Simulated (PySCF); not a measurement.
C₃H₆BBr, SMILES B(Br)(C)C=C. Geometry: PBE-D3(BJ)/def2-SVP. The values are those of a single conformer.

Give the equilibrium geometry at PBE-D3(BJ)/def2-SVP (PySCF confirms it by a frequency run) as a Z-matrix, and its point group. (Estimate from the structure and the level; the computed values follow.)

This is not unique; one that fits is point group Cs.
```
B
C 1 1.5530
C 2 1.3546 1 122.86
H 3 1.1037 2 121.55 1 0.00
H 3 1.1037 4 115.98 2 180.00
H 2 1.1048 3 117.83 4 180.00
C 1 1.5687 2 126.54 6 180.00
H 7 1.1077 1 114.30 2 0.00
H 7 1.1111 8 108.33 4 -123.14
H 7 1.1111 8 108.33 9 -113.72
Br 1 1.9470 2 116.17 6 0.00
```
